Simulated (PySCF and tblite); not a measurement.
Results of a calculation; reference values are marked as such.
Barrier and rate of a rotation

System: C₅HClN₂O₂, numbered as in [N:1]#[C:2][C:3](=[O:4])/[C:5]([Cl:6])=[C:7](/[OH:8])[C:9]#[N:10].

Motion: rotation about the C3–C5 bond (torsion C2–C3–C5–Cl6 from 0° to 179°, rising). Geometries: GFN2-xTB; energies: revPBE/pcSseg-1 + D3(BJ); zero-point and thermal terms from GFN2-xTB harmonic modes (soft modes blended into free rotors). Rate constants are transition-state-theory values, counting equivalent paths, without tunnelling. (PySCF 2.14 with density fitting, tblite 0.8.)

| point | symmetry | E(GFN2) kcal/mol | E(DFT) kcal/mol | ZPE change kcal/mol | lowest mode cm⁻¹ | dipole D |
| --- | --- | --- | --- | --- | --- | --- |
| start | Cs | 0.0 | 0.0 | 0.00 | 42 | 4.71 |
| saddle | C1 | 7.8 | 8.3 | -0.31 | 57i | 4.61 |
| end | Cs | 2.2 | 0.9 | -0.06 | 23 | 5.21 |

```json
{
 "Electronic barrier": "8.3 kcal/mol",
 "Barrier with zero-point energy": "8.0 kcal/mol",
 "ΔH‡ (298 K)": "7.7 kcal/mol",
 "ΔS‡ (298 K, symmetry apart)": "-1.9 cal/(mol K)",
 "Paths": "2 equivalent paths",
 "End point": "a different minimum",
 "Mean lifetime of the start against this motion at 298 K": "87 ns",
 "Cost": "69 s on 1 thread of AMD EPYC 9R45, shared host (rough), peak memory 0.72 GiB, launched as `OMP_NUM_THREADS=1 python ens_run.py task.json out`"
}
```

| T/K | ΔG‡ kcal/mol | k s⁻¹ | ΔG kcal/mol | k back s⁻¹ |
| --- | --- | --- | --- | --- |
| 150 | 8.0 | 12 | 0.8 | 168 |
| 200 | 8.1 | 1.2×10⁴ | 0.8 | 8.2×10⁴ |
| 250 | 8.2 | 7.8×10⁵ | 0.7 | 3.4×10⁶ |
| 298 | 8.2 | 1.2×10⁷ | 0.7 | 3.9×10⁷ |
| 350 | 8.3 | 9.3×10⁷ | 0.7 | 2.5×10⁸ |
| 400 | 8.4 | 4.2×10⁸ | 0.7 | 9.7×10⁸ |
| 500 | 8.7 | 3.4×10⁹ | 0.6 | 6.4×10⁹ |

ΔG and ΔG‡ leave out symmetry numbers and mirror images; rates count paths: 2 out, 2 back.
